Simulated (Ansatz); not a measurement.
Molecule: sum formula H₆SiN₃O (charge -1, singlet). It need not be the lowest isomer of its formula. Whether it binds its extra electron was not tested at this geometry. 
Coordinates optimised at B3LYP-D3(BJ)/def2-TZVP (Ansatz, a program for electronic structure):
```
Si
N 1 1.6448
H 2 1.0154 1 116.29
O 1 1.7130 2 121.35 3 51.27
H 4 0.9611 1 108.58 2 68.37
N 1 1.7745 2 106.92 3 169.78
H 6 1.0120 1 113.06 2 134.50
H 6 1.0123 7 108.64 1 121.76
N 1 1.7864 2 120.22 3 -68.64
H 9 1.0113 1 111.71 2 -3.60
H 9 1.0124 10 108.65 1 -125.49
```
Charge -1, spin multiplicity 1.

Parts of the frozen-core correlation energy in cc-pV(D+d)Z (Ansatz, hartree). Frozen orbitals: 9; correlated occupied orbitals by spin: 16 and 16; virtual: 84 and 84. No spin-orbit coupling. Non-relativistic.

```
term                            value
-------------------------  ----------
reference (HF)             -530.74509
MP2 opposite-spin            -0.59811
MP2 same-spin                -0.20881
CCSD correlation             -0.84303
(T)                          -0.02174
T1 diagnostic                   0.012
largest doubles amplitude       0.033
```
